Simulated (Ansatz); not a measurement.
Start from `CB(F)F` and change one atom or group to get `CB(F)BCl`.

Ansatz, PBE0-D4/def2-TZVP geometries, multiplicity 1. Each molecule was computed in one conformer, which needn't be the lowest.

| property | `CB(F)F` |
| --- | --- |
| LUMO energy (PBE0/def2-TZVPP) / eV | 0.37 |
| size of the dipole moment (B3LYP/def2-TZVPP) / D | 1.66 |
| HOMO–LUMO gap (PBE/def2-TZVPP) / eV | 7.90 |
| HOMO–LUMO gap (PBE0/def2-TZVPP) / eV | 10.64 |
| HOMO energy (ωB97M-V/def2-TZVPP) / eV | -12.64 |
| size of the dipole moment (PBE/def2-TZVPP) / D | 1.57 |

(1) What does the change do to each property? (Best estimate.)

Results:

(1) The calculation gave: 
```json
{"property": "LUMO energy (PBE0/def2-TZVPP) / eV", "`CB(F)BCl`": "-1.84", "shift": "-2.21"}
{"property": "size of the dipole moment (B3LYP/def2-TZVPP) / D", "`CB(F)BCl`": "1.31", "shift": "-0.35"}
{"property": "HOMO–LUMO gap (PBE/def2-TZVPP) / eV", "`CB(F)BCl`": "3.59", "shift": "-4.31"}
{"property": "HOMO–LUMO gap (PBE0/def2-TZVPP) / eV", "`CB(F)BCl`": "5.96", "shift": "-4.68"}
{"property": "HOMO energy (ωB97M-V/def2-TZVPP) / eV", "`CB(F)BCl`": "-10.03", "shift": "2.61"}
{"property": "size of the dipole moment (PBE/def2-TZVPP) / D", "`CB(F)BCl`": "1.23", "shift": "-0.34"}
```

With PBE0 the HOMO rises by 2.47 eV and the LUMO falls by 2.21 eV, so the gap narrows by about 4.68 eV. PBE moves the HOMO by 2.20 eV and ωB97M-V by 2.61 eV. Dipoles are sizes alone; their direction can turn.

B3LYP here is the variant with VWN-RPA as its local correlation; programs differ in this.
